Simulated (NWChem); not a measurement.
System: AlNH$_{4}$O; SMILES [OH][AlH][NH2]

Here is an NWChem input.

```
start job
memory heap 200 mb stack 900 mb global 1100 mb
geometry units angstroms noautosym nocenter noautoz
  Al    -0.367816     0.063170     0.000000
  H     -1.941585     0.236098     0.000000
  O      0.706803     1.388464     0.000000
  H      0.449732     2.310602     0.000000
  N      0.355517    -1.547782     0.000000
  H      1.351269    -1.737598     0.000000
  H     -0.166175    -2.416217     0.000000
end
basis spherical
  * library def2-svpd
end
dft
  xc b3lyp
  iterations 150
end
property
  response 1 0.0
end
task dft property
```

NWChem printed, in part:

```
             Northwest Computational Chemistry Package (NWChem) 7.3.0
             --------------------------------------------------------

                             Geometry "geometry" -> ""
                             -------------------------

 Output coordinates in angstroms (scale by  1.889725989 to convert to a.u.)

  No.       Tag          Charge          X              Y              Z
 ---- ---------------- ---------- -------------- -------------- --------------
    1 Al                  13.0000    -0.36781600     0.06317000     0.00000000
    2 H                    1.0000    -1.94158500     0.23609800     0.00000000
    3 O                    8.0000     0.70680300     1.38846400     0.00000000
    4 H                    1.0000     0.44973200     2.31060200     0.00000000
    5 N                    7.0000     0.35551700    -1.54778200     0.00000000
    6 H                    1.0000     1.35126900    -1.73759800     0.00000000
    7 H                    1.0000    -0.16617500    -2.41621700     0.00000000

 Effective nuclear repulsion energy (a.u.)     101.1665532971

                              NWChem Property Module
                              ----------------------

                                 NWChem DFT Module
                                 -----------------

 Summary of "ao basis" -> "ao basis" (spherical)
 ------------------------------------------------------------------------------
       Tag                 Description            Shells   Functions and Types
 ---------------- ------------------------------  ------  ---------------------
 Al                        def2-svpd                10       24   5s3p2d
 H                         def2-svpd                 4        8   2s2p
 O                         def2-svpd                 9       23   4s3p2d
 N                         def2-svpd                 8       20   4s2p2d

            General Information
            -------------------
          SCF calculation type: DFT
          Wavefunction type:  closed shell.
          No. of atoms     :     7
          No. of electrons :    32
           Alpha electrons :    16
            Beta electrons :    16
          Charge           :     0
          Spin multiplicity:     1
          Use of symmetry is: off; symmetry adaption is: off
          Maximum number of iterations: 150
          AO basis - number of functions:    99
                     number of shells:    43
          Convergence on energy requested:  1.00D-06
          Convergence on density requested:  1.00D-05
          Convergence on gradient requested:  5.00D-04

              XC Information
              --------------
                         B3LYP Method XC Potential
                     Hartree-Fock (Exact) Exchange  0.200
                        Slater Exchange Functional  0.800 local
                    Becke 1988 Exchange Functional  0.720 non-local
              Lee-Yang-Parr Correlation Functional  0.810
                  VWN I RPA Correlation Functional  0.190 local

             Grid Information
             ----------------
          Grid used for XC integration:  medium
          Radial quadrature: Mura-Knowles
          Angular quadrature: Lebedev.
          Tag              B.-S. Rad. Rad. Pts. Rad. Cut. Ang. Pts.
          ---              ---------- --------- --------- ---------
          Al                  1.25       88          10.0       590
          H                   0.35       45          12.0       434
          O                   0.60       49          11.0       434
          N                   0.65       49          11.0       434
          Grid pruning is: on
          Number of quadrature shells:   366
          Spatial weights used:  Erf1

      Superposition of Atomic Density Guess
      -------------------------------------

 Sum of atomic energies:        -372.72759240

      Non-variational initial energy
      ------------------------------

 Total energy =    -373.552621
 1-e energy   =    -715.500158
 2-e energy   =     240.780984
 HOMO         =      -0.368070
 LUMO         =      -0.007309

   convergence    iter        energy       DeltaE   RMS-Dens  Diis-err
 ---------------- ----- ----------------- --------- --------- ---------
 d= 0,ls=0.0,diis     1   -374.6718662030 -4.76D+02  2.36D-02  7.95D-01
 d= 0,ls=0.0,diis     2   -374.5214900064  1.50D-01  1.16D-02  2.34D+00
 d= 0,ls=0.0,diis     3   -374.7633192004 -2.42D-01  1.54D-03  1.93D-02
 d= 0,ls=0.0,diis     4   -374.7641502502 -8.31D-04  6.53D-04  9.93D-03
 d= 0,ls=0.0,diis     5   -374.7651941471 -1.04D-03  1.76D-04  2.99D-04
  Resetting Diis
 d= 0,ls=0.0,diis     6   -374.7652274684 -3.33D-05  6.29D-05  2.52D-06
 d= 0,ls=0.0,diis     7   -374.7652278215 -3.53D-07  1.13D-05  1.81D-07
 d= 0,ls=0.0,diis     8   -374.7652278281 -6.58D-09  4.58D-06  1.63D-07

         Total DFT energy =     -374.765227828054
      One electron energy =     -719.051081133983
           Coulomb energy =      278.838512653388
    Exchange-Corr. energy =      -35.719212644583
 Nuclear repulsion energy =      101.166553297123

 Numeric. integr. density =       32.000007546524

                       DFT Final Molecular Orbital Analysis
                       ------------------------------------

 Vector   14  Occ=2.000000D+00  E=-3.284143D-01
              MO Center=  6.2D-01,  1.3D+00, -1.9D-09, r^2= 1.1D+00
   Bfn.  Coefficient  Atom+Function         Bfn.  Coefficient  Atom+Function
  ----- ------------  ---------------      ----- ------------  ---------------
    39      0.586630  3 O  pz                42      0.410761  3 O  pz
    11      0.105186  1 Al pz                45      0.099628  3 O  pz
    70     -0.081393  5 N  pz                 8     -0.068734  1 Al pz
    73      0.058024  5 N  pz                14      0.042388  1 Al pz
    16      0.032771  1 Al d -1              18     -0.031639  1 Al d  1

 Vector   15  Occ=2.000000D+00  E=-3.113562D-01
              MO Center= -7.1D-01,  5.5D-01,  3.1D-09, r^2= 3.0D+00
   Bfn.  Coefficient  Atom+Function         Bfn.  Coefficient  Atom+Function
  ----- ------------  ---------------      ----- ------------  ---------------
    37      0.387572  3 O  px                25      0.350340  2 H  s
    36      0.304148  3 O  s                 40      0.244405  3 O  px
    12     -0.203298  1 Al px                26      0.200670  2 H  s
     9     -0.197808  1 Al px                 4     -0.157685  1 Al s
    67      0.147348  5 N  s                  6      0.120226  1 Al px

 Vector   16  Occ=2.000000D+00  E=-2.653299D-01
              MO Center=  3.3D-01, -1.4D+00,  1.8D-08, r^2= 1.5D+00
   Bfn.  Coefficient  Atom+Function         Bfn.  Coefficient  Atom+Function
  ----- ------------  ---------------      ----- ------------  ---------------
    70      0.547442  5 N  pz                73     -0.390661  5 N  pz
    39      0.133933  3 O  pz                14     -0.111076  1 Al pz
    42      0.097851  3 O  pz                11     -0.087829  1 Al pz
    16      0.059595  1 Al d -1              91     -0.057362  6 H  pz
    99     -0.057136  7 H  pz                 8      0.056303  1 Al pz

 Vector   17  Occ=0.000000D+00  E=-1.483098D-02
              MO Center=  1.2D-01,  3.6D-01, -8.1D-08, r^2= 9.4D+00
   Bfn.  Coefficient  Atom+Function         Bfn.  Coefficient  Atom+Function
  ----- ------------  ---------------      ----- ------------  ---------------
     5      1.602924  1 Al s                 67      0.649568  5 N  s
    36     -0.599687  3 O  s                 12      0.493946  1 Al px
     4     -0.465210  1 Al s                 85     -0.414753  6 H  s
    13      0.371764  1 Al py                 3      0.227666  1 Al s
    44      0.196459  3 O  py                89      0.195654  6 H  px

 Vector   18  Occ=0.000000D+00  E=-5.305652D-03
              MO Center= -8.2D-01,  1.1D-01,  5.8D-08, r^2= 4.2D+00
   Bfn.  Coefficient  Atom+Function         Bfn.  Coefficient  Atom+Function
  ----- ------------  ---------------      ----- ------------  ---------------
    14      0.693444  1 Al pz                11      0.284801  1 Al pz
    23      0.275180  1 Al d  1              70      0.186062  5 N  pz
    39     -0.172508  3 O  pz                73     -0.170438  5 N  pz
     8     -0.158503  1 Al pz                42     -0.154254  3 O  pz
    45      0.141882  3 O  pz                63     -0.105053  4 H  pz

 Vector   19  Occ=0.000000D+00  E= 1.549243D-02
              MO Center= -5.6D-01, -2.2D-01, -8.4D-09, r^2= 9.8D+00
   Bfn.  Coefficient  Atom+Function         Bfn.  Coefficient  Atom+Function
  ----- ------------  ---------------      ----- ------------  ---------------
    67      3.928215  5 N  s                  4     -1.669687  1 Al s
    36     -1.602416  3 O  s                 93     -1.523118  7 H  s
     5      1.165266  1 Al s                 85     -1.014645  6 H  s
    57      0.998300  4 H  s                 44     -0.891902  3 O  py
    20      0.618570  1 Al d -2              98     -0.542411  7 H  py

     Multipole analysis of the density
     ---------------------------------

     L   x y z        total         alpha         beta         nuclear
     -   - - -        -----         -----         ----         -------
     0   0 0 0     -0.000000    -16.000000    -16.000000     32.000000

     1   1 0 0     -0.161854     -2.967177     -2.967177      5.772501
     1   0 1 0     -0.092856      0.437972      0.437972     -0.968800
     1   0 0 1     -0.000000     -0.000000     -0.000000      0.000000

     2   2 0 0    -21.036460    -32.775987    -32.775987     44.515514
     2   1 1 0     -1.210453     -4.767963     -4.767963      8.325473
     2   1 0 1     -0.000000     -0.000000     -0.000000      0.000000
     2   0 2 0    -14.755123    -90.397510    -90.397510    166.039896
     2   0 1 1      0.000000      0.000000      0.000000      0.000000
     2   0 0 2    -18.756942     -9.378471     -9.378471      0.000000

 *** CALLING NEW AORESP DRIVER FOR CLOSED AND OPEN SHELLS ***
 Entering AOResponse driver routine

--------------------------------------------------------------------------------

          -----------------------------------------------
          Solving response equations for perturbing field
          -----------------------------------------------

 number of frequencies:     1
 frequency in a.u.:  0.0000000E+00
 Perturbing field: electric
 Using El. Dipole Length Gauge

 Setting up CPKS with frequency omega =      0.00000000 a.u.

 STATIC response

                                NWChem CPHF Module
                                ------------------

  scftype          =     RHF
  nclosed          =       16
  nopen            =        0
  variables        =     1328
  # of vectors     =        3
  tolerance        = 0.10D-03
  level shift      = 0.00D+00
  max iterations   =       50
  max subspace     =       30

 SCF residual:    2.0537206783953038E-004

Iterative solution of linear equations
  No. of variables     1328
  No. of equations        3
  Maximum subspace       30
        Iterations       50
       Convergence  1.0D-04

   iter   nsub   residual    time
   ----  ------  --------  ---------
     1      3    1.59D+00      16.4
     2      6    2.28D+00      22.6
     3      9    6.70D-01      29.1
     4     12    3.37D-02      35.8
     5     15    6.34D-03      41.8
     6     18    9.29D-04      47.1
     7     21    5.64D-05      52.3

 Electric Dipole Response Matrix (nonzero elements):

              1        2        3
    1   41.1955  -1.1972  -0.0000
    2   -1.1973  44.6142   0.0000
    3   -0.0000   0.0000  36.0299

 ------------------------------------------
 average:        40.61321 + I       0.00000

 DFT Linear Response polarizability / au
 Frequency  =       0.0000000 / au
              X              Y              Z
 -----------------------------------------------
 X      41.1955361     -1.1972190     -0.0000001
 Y      -1.1972611     44.6141555      0.0000001
 Z      -0.0000001      0.0000001     36.0299288
 -----------------------------------------------
 Eigenvalues =      40.8179646     44.9917270     36.0299288
 Isotropic   =      40.6132068
 Anisotropic =       7.7672198
 -----------------------------------------------

 Magnetic Dipole Response Matrix (nonzero elements):

 Exiting AOResponse driver routine
```

Level: B3LYP/def2-SVPD. Coordinates come from a PBE0/def2-SVP optimisation.
